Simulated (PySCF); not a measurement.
Isomers of C3H7NSi, mass 85.035 u with the commonest isotopes. Computed with PBE0-D3(BJ)/def2-SVP geometry optimisation, gas phase (PySCF). One conformer each, none proved a minimum here; rigid rotors.

Task: Order these by rotational constant A, smallest first.
A. `[CH:1]#[C:2][CH2:3][NH:4][SiH3:5]` with C2–C3–N4–Si5 81°
B. `[CH2:1]=[CH:2]/[CH:3]=[N:4]/[SiH3:5]` with C1–C2–C3–N4 180°
C. `[CH2:1]=[N:2][SiH:3]1[CH2:4][CH2:5]1` with C1–N2–Si3–C4 153°
D. `[CH3:1][C:2]#[C:3][SiH2:4][NH2:5]` with C3–Si4–N5–H -68° and 69°

Result: A (9303 MHz), C (12139 MHz), D (13952 MHz), B (25430 MHz).

Task: Order these by radius of gyration √(Σ m r²/M), largest first.
A. `[CH3:1][C:2]#[C:3][SiH2:4][NH2:5]` with C3–Si4–N5–H -68° and 69°
B. `[CH:1]#[C:2][CH2:3][NH:4][SiH3:5]` with C2–C3–N4–Si5 81°
C. `[CH2:1]=[N:2][SiH:3]1[CH2:4][CH2:5]1` with C1–N2–Si3–C4 153°
D. `[CH2:1]=[CH:2]/[CH:3]=[N:4]/[SiH3:5]` with C1–C2–C3–N4 180°

Result: A (2.078 Å), D (2.045 Å), B (1.870 Å), C (1.679 Å).

Task: Order these by rotational constant C, smallest first.
A. `[CH2:1]=[CH:2]/[CH:3]=[N:4]/[SiH3:5]` with C1–C2–C3–N4 180°
B. `[CH2:1]=[N:2][SiH:3]1[CH2:4][CH2:5]1` with C1–N2–Si3–C4 153°
C. `[CH:1]#[C:2][CH2:3][NH:4][SiH3:5]` with C2–C3–N4–Si5 81°
D. `[CH3:1][C:2]#[C:3][SiH2:4][NH2:5]` with C3–Si4–N5–H -68° and 69°

Result: D (1400 MHz), A (1434 MHz), C (1767 MHz), B (2307 MHz).

| SMILES | point group | Ia (u·Å²) | Ib (u·Å²) | Ic (u·Å²) | κ | μa (D) | μb (D) | μc (D) |
| --- | --- | --- | --- | --- | --- | --- | --- | --- |
| C#CCN[SiH3] | C1 | 54.32 | 254.13 | 285.98 | -0.94 | 0.46 | 0.45 | 0.54 |
| C=C/C=N/[SiH3] | Cs | 19.87 | 338.59 | 352.52 | -1.00 | 1.58 | 1.14 | 0.00 |
| C=N[SiH]1CC1 | Cs | 41.63 | 218.85 | 219.11 | -1.00 | 0.80 | 0.97 | 0.03 |
| CC#C[SiH2]N | – | 36.22 | 336.86 | 361.05 | -0.98 | 1.55 | 1.70 | 0.01 |
